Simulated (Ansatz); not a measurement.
Ansatz (a quantum-chemistry and plane-wave program) input (B2PLYP/def2-TZVPD):

Ansatz 0.2 input:
```yaml
crystal:
  periodic: [false, false, false]
  atoms:
    - {symbol: Br, position_ang: [1.87192557, -0.20215737, -0.49279845]}
    - {symbol: Al, position_ang: [0.01857086, 0.93564885, 0.08775786]}
    - {symbol: Br, position_ang: [-1.88023402, -0.21644423, 0.45353631]}
    - {symbol: H, position_ang: [0.04937457, 2.48762100, 0.23332289]}
basis:
  gaussian:
    orbitals: def2-TZVPD
hamiltonian:
  xc: {name: B2PLYP}
total_charge: 1
magnetization: {spin_polarized: true, initial_magnetization: 1}
correlation: {electrons: outside_noble_gas}
```

End of the output:

```
integrals: 0.17 GiB planned
1074 factors; integrals over basis functions are off by at most 1.5e-3 eV
0.25 GiB of the device are held for the grids
1.31 GiB of device memory are held for the factors and their scratch space
mean field: 1.84 GiB planned
mean field evaluation 1: about -146667.5544 eV, gradient 1.5e1 eV
mean field evaluation 2: about -146667.6473 eV, gradient 1.5e1 eV
mean field evaluation 4: about -146669.2925 eV, gradient 1.8e0 eV
mean field evaluation 8: about -146669.3293 eV, gradient 3.2e-1 eV
mean field evaluation 16: about -146669.3345 eV, gradient 5.7e-3 eV
mean field evaluation 32: about -146669.4792 eV, gradient 3.4e-1 eV
mean field evaluation 64: about -146669.5736 eV, gradient 1.0e-1 eV
mean field -146669.57373230 eV, -5390.0074184544 hartree, gradient 7.4e-7 eV, S^2 0.766981; 9 other end points of the search recorded, 0 dependent functions left out
33 core orbitals not correlated
reference -146669.57388636 eV, -5390.0074241159 hartree; 9, 8 occupied and 124, 125 virtual orbitals, 1074 factors
second order -12.45895372 eV of doubles, -0.00000000 eV of singles
Total energy: -146672.93780387 eV, -5390.1310458041 hartree
```

This state (charge 1, doublet) is run at the relaxed geometry of the species with charge 0 and multiplicity 1.
